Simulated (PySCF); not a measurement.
Species: C₃F₂N₂.
InChI=1S/C3F2N2/c4-3(5,1-6)2-7

The calculation used MP2 and CCSD/aug-cc-pVDZ in PySCF, restricted Hartree–Fock reference, frozen core, non-relativistic, gas phase, PBE0-D3(BJ)/def2-SVP geometry.

E(HF) = -421.36959 Eh.

How large is the problem?

161 basis functions and 50 electrons; 7 orbitals frozen, which leaves o = 18 correlated occupied and v = 136 virtual orbitals. That is o·v = 2448 singles and o·v(o·v + 1)/2 = 2997576 distinct closed-shell doubles amplitudes before symmetry; the costliest CCSD step grows as o²v⁴ = 1.1 × 10^11.

What are the MP2 and CCSD correlation energies?

MP2 -1.1084 Eh and CCSD -1.1174 Eh, which gives totals of -422.47802 and -422.48696 Eh. That is 0.845 eV for each correlated electron at CCSD (2934 kJ/mol in all, 0.264 % of the total energy); MP2 gives 99.2 % of the CCSD value.

What is the T1 diagnostic?

0.0144, below the customary warning level of 0.02. It is the norm of the spatial-orbital singles amplitudes over the root of the number of correlated electrons, so the norm is 0.086.

How does correlation change the dipole moment?

HF gives 1.49 D and CCSD (unrelaxed density) 1.41 D, a change of -0.08 D.

No triples correction and no basis-set extrapolation were made.

The job also held the EOM ionisation roots. Time: 10 min wall; peak memory 3.0 GiB. Hardware: one thread of an Arm Neoverse V2 (shared host).
